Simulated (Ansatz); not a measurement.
One change: `[SiH3]/C=C/Br` becomes `[SiH3]O/C=C\Br`.

Ansatz, PBE0-D4/def2-TZVP geometries, multiplicity 1. Each molecule was computed in one conformer, which needn't be the lowest.

Scalar relativity is left out up to krypton.

```tsv
property	`[SiH3]/C=C/Br`
LUMO energy (ωB97M-V/def2-TZVPP) / eV	1.26
HOMO–LUMO gap (PBE0/def2-TZVPP) / eV	6.70
HOMO energy (B3LYP/def2-TZVPP) / eV	-7.31
LUMO energy (B3LYP/def2-TZVPP) / eV	-1.03
LUMO energy (PBE/def2-TZVPP) / eV	-1.80
HOMO–LUMO gap (B3LYP/def2-TZVPP) / eV	6.27
```

Task: Give the same properties after the change, and the shifts. (An estimate is asked.)

Result: Ansatz gave: 
```csv
property,`[SiH3]O/C=C\Br`,shift
LUMO energy (ωB97M-V/def2-TZVPP) / eV,1.58,0.32
HOMO–LUMO gap (PBE0/def2-TZVPP) / eV,6.59,-0.11
HOMO energy (B3LYP/def2-TZVPP) / eV,-6.54,0.77
LUMO energy (B3LYP/def2-TZVPP) / eV,-0.37,0.66
LUMO energy (PBE/def2-TZVPP) / eV,-1.07,0.73
HOMO–LUMO gap (B3LYP/def2-TZVPP) / eV,6.16,-0.11
```

With PBE0 the HOMO rises by 0.80 eV and the LUMO rises by 0.68 eV, so the gap narrows by about 0.12 eV. PBE moves the HOMO by 0.82 eV and ωB97M-V by 0.76 eV.

B3LYP here is the variant with VWN-RPA as its local correlation; programs differ in this.

Spin–orbit coupling is left out; it splits and shifts lone-pair levels of the heavy atoms by tenths of an eV.
